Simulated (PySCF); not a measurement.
KTe at TPSS

Level: TPSS. K x2c-SVPall, Te x2c-SVPall; spin-free X2C with a Gaussian nucleus (PySCF 2.14).

| Property | Result |
| --- | --- |
| state | ²Π (doublet), unpaired electrons π ↑ |
| bond length | 3.182 Å |
| harmonic wavenumber | 166 cm⁻¹ |
| force constant | 0.488 mdyn/Å |
| rotational constant Be | 0.05554 cm⁻¹ |
| anharmonicity ωexe | 0.475 cm⁻¹ |
| vibration–rotation constant αe | 0.000252 cm⁻¹ |
| well depth De to K + Te | 2.32 eV |
| dissociation energy D0 | 2.30 eV |
| bond order (Mayer) | 0.88 |
| dipole moment (positive dipole means K(−)Te(+)) | -9.74 D |

These are scalar-relativistic numbers at best; spin–orbit coupling would shift them, the dissociation energy most. The state is the lowest determinant that a PBE0 search found; another state may lie lower at other levels.
